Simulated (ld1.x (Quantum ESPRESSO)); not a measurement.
Ranking TM potentials for Ho

All share these settings but for the change named:

```json
{"Element": "holmium (Ho)", "Generator": "ld1.x (Quantum ESPRESSO) 7.5", "Type": "norm-conserving Troullier–Martins (Kleinman–Bylander form)", "Functional": "revPBE", "Relativity": "fully relativistic", "Frozen core": "[Xe] 4f10", "Valence charge": "3", "Reference configuration": "5d1 6s1.5 6p0 (charge +0.5)", "Partial waves": "6p (bound, empty): rc 3.50 bohr; 5d (bound): rc 1.80 bohr; 6s (bound): rc 2.50 bohr", "Local potential": "the s channel", "Core correction": "a·sin(br)/r model core inside 1.35 bohr"}
```

Open shells are filled in proportion to 2j + 1 (rel_dist='average').

Test errors are all-electron minus pseudo excitation energies from the reference, over 5d1 6s2 6p0; 5d1 6s1 6p0; 5d1 6s0 6p0; 5d1 6s0 6p2; 5d1 6s1 6p1; 5d2 6s0 6p0; 5d0 6s2 6p1. None of these files shows a bound ghost.

The base gives 119.0 meV.

Of 10 variants that were run, those that failed, showed a ghost or another fault, or gave nearly equal values are left out.

A variant can come out equal or close to the base, since the largest error may sit in a test that the change hardly touches while other tests move.

Question: Rank these variants by their largest absolute test error, smallest first.
A. all radii but the core radius scaled by about 1.07 (s 2.68, p 3.74, d 1.92 bohr)
B. wave 5d (bound): rc 1.80 bohr becomes 5d (bound): rc 2.42 bohr
C. core correction a·sin(br)/r model core inside 2.22 bohr

Answer: C (101.9 meV), B (119.3 meV), A (135.0 meV).
